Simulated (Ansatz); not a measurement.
C2H6SSi, SMILES `S[SiH]1CC1` at its PBE0-D4/def2-TZVP geometry, where that method's forces vanish. The species carries charge 0 and has multiplicity 1.

```xyz
10

S     0.7127   -2.2745   -0.6835
Si    0.2735   -0.2008   -0.7543
C    -0.8746    0.5512    0.4747
C     0.6302    0.7647    0.7709
H    -0.3486   -2.6514   -1.4180
H     0.4343    0.4395   -2.0763
H    -1.4400    1.4358    0.1980
H    -1.4085   -0.0952    1.1631
H     1.0207    0.2498    1.6424
H     1.0002    1.7809    0.6830
```

Q: What forces (eV/Å) does PBE-D4/def2-TZVPP give on these atoms in Ansatz? (Estimate.)

A: The calculation gave: 
```
S1   0.262 -0.142  0.154
Si2  0.033 -0.139 -0.267
C3  -0.106  0.063  0.074
C4   0.051  0.066  0.108
H5  -0.206 -0.078 -0.138
H6   0.021  0.098 -0.140
H7  -0.125  0.167 -0.059
H8  -0.116 -0.131  0.122
H9   0.094 -0.099  0.167
H10  0.092  0.194 -0.020
```
